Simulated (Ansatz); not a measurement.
The Ge1–H2 bond of FGeH (SMILES [F][GeH]) is stretched (multiplicity 1, the rest rigid).
Geometry at rest (charge 0, multiplicity 1):
```xyz
3

Ge    -0.11370    -0.22691     0.28077
H     -0.98452    -1.05346    -0.79918
F      0.51367     0.92383    -0.90949
```

Frozen-core correlation. Filled d and f shells under p-block atoms count as core.

Programs: Ansatz (Gaussian basis) for Hartree–Fock, density functionals and correlated methods. 

FIC-MRCISD+Q on CASSCF(2,2)/cc-pVTZ, total energies (hartree):

```json
[
 {"R (Å)": "1.615", "CASSCF": "-2175.484687", "MRCISD": "-2175.812129", "weight c² of the reference": "0.92150"},
 {"R (Å)": "2.826", "CASSCF": "-2175.409907", "MRCISD": "-2175.729349", "weight c² of the reference": "0.92195"},
 {"R (Å)": "5.168", "CASSCF": "-2175.384652", "MRCISD": "-2175.701018", "weight c² of the reference": "0.92286"}
]
```

Add the Davidson correction (E_MRCISD − E_CASSCF)(1 − c²)/c² and give the energies above the first point at the three levels.


Corrections (hartree): -0.027893, -0.027043, -0.026444. Above the first point (kcal/mol):
- R = 2.826 Å: CASSCF 46.9, MRCISD 51.9, with the correction 52.5
- R = 5.168 Å: CASSCF 62.8, MRCISD 69.7, with the correction 70.6

Ansatz is an electronic-structure program.
